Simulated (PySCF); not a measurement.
## C₆ coefficients of unlike pairs at M06-L

Calculated with PySCF 2.14 from the dipole response of each species, C₆(A,B) = (3/π) ∫ α_A(iu) α_B(iu) du, in atomic units, from isotropic polarisabilities. For ions this is the dispersion term alone; charge-induced terms of lower order in 1/R come first.

| species | configuration | basis | relativity | α (bohr³) | C₆ (like pair) |
| --- | --- | --- | --- | --- | --- |
| Ru²⁺ | [Kr] 4d6 (5D) | aug-cc-pwCVTZ-PP with ECP28MDF (8s8p7d4f3g) | core potential | 8.089 | 43.38 |
| Nb³⁺ | [Kr] 4d2 (3F) | aug-cc-pwCVTZ-DK (11s10p8d4f3g) | spin-free X2C | 5.867 | 25.79 |
| Al³⁺ | [Ne] (1S) | aug-cc-pVDZ-DK (5s4p2d) | spin-free X2C | 0.05026 | 0.006164 |
| Tc | [Kr] 4d5 5s2 (6S) | def2-TZVPPD with the def2 core potential (28 electrons) (6s4p3d2f1g) | core potential | 74.74 | 826.8 |

(1) Estimate C₆ for Tc with Al³⁺.

No spin-orbit coupling is included.

The other pairs:

| pair | C₆ |
| --- | --- |
| Nb³⁺, Ru²⁺ | 33.41 |
| Al³⁺, Nb³⁺ | 0.3571 |
| Tc, Nb³⁺ | 117.0 |
| Al³⁺, Ru²⁺ | 0.4530 |
| Tc, Ru²⁺ | 156.2 |

Results:

(1) The integral gives 1.273. The combination rule 2 C_A C_B / (C_A α_B/α_A + C_B α_A/α_B) gives 1.048 and the geometric mean 2.257.
